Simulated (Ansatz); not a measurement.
Reaction (β-hydride elimination): `C[O][GeH]([Cl])[SeH]` → `[Cl][GeH2][SeH]` + `C=O`

Calculated with Ansatz (gas phase, PBE0-D4/def2-TZVP geometries, no zero-point term in ΔE). CCSD(T)/CBS is the MP2 limit (def2-TZVPP, def2-QZVPP) plus CCSD(T) − MP2 in def2-TZVPP, frozen cores. This one scheme is used for every species. DFT in def2-TZVPP. For Ge, Se outer-core shells are correlated without core-valence functions, which leaves a few kJ/mol of doubt a bond. Scalar relativity is left out up to krypton. One conformer a species, not always the lowest.

`C[O][GeH]([Cl])[SeH]`:

```xyz
10

C     1.467   -0.267   -0.534
O     0.977    0.134    0.729
Ge   -0.738    0.454    0.956
Cl   -1.270    2.124   -0.297
Se   -2.074   -1.366    0.317
H     0.960   -1.168   -0.897
H     1.354    0.528   -1.279
H     2.529   -0.488   -0.418
H    -0.895    0.821    2.429
H    -2.310   -0.773   -1.005
```

`[Cl][GeH2][SeH]`:

Cartesian coordinates in Å:
```
Cl 0.934 0.398 2.202
Ge -0.062 0.418 0.299
Se 0.502 -1.636 -0.688
H -1.568 0.536 0.567
H 0.486 1.612 -0.494
H -0.294 -1.328 -1.886
```

`C=O`:

Z-matrix (Å, degrees):
```
C
O 1 1.195
H 1 1.109 2 122.0
H 1 1.109 2 122.0 3 -180.0
```

```json
{"species": "`C[O][GeH]([Cl])[SeH]`", "r2SCAN-D4 energy (Eh)": "-5055.13700"}
{"species": "`[Cl][GeH2][SeH]`", "r2SCAN-D4 energy (Eh)": "-4940.58931"}
{"species": "`C=O`", "r2SCAN-D4 energy (Eh)": "-114.48650"}
```

(1) Work out ΔE.

Largest T1 diagnostic among the species: 0.015.

Results:

(1) ΔE = (-4940.58931) + (-114.48650) − (-5055.13700) = 0.06119 Eh = +160.7 kJ/mol. CCSD(T)/CBS gives +154.8 kJ/mol.

From PBE to PBE0 (25 % exact exchange), in def2-TZVPP and without D4, ΔE moves by +9.9 kJ/mol. The D4 term adds +16.8 kJ/mol with B3LYP and +9.4 kJ/mol with PBE0; it sums over pairs of atoms, weighted by their polarisabilities, and B3LYP, whose exchange is more repulsive, gets the larger term.

B3LYP here is the variant with VWN-RPA as its local correlation; programs differ in this.
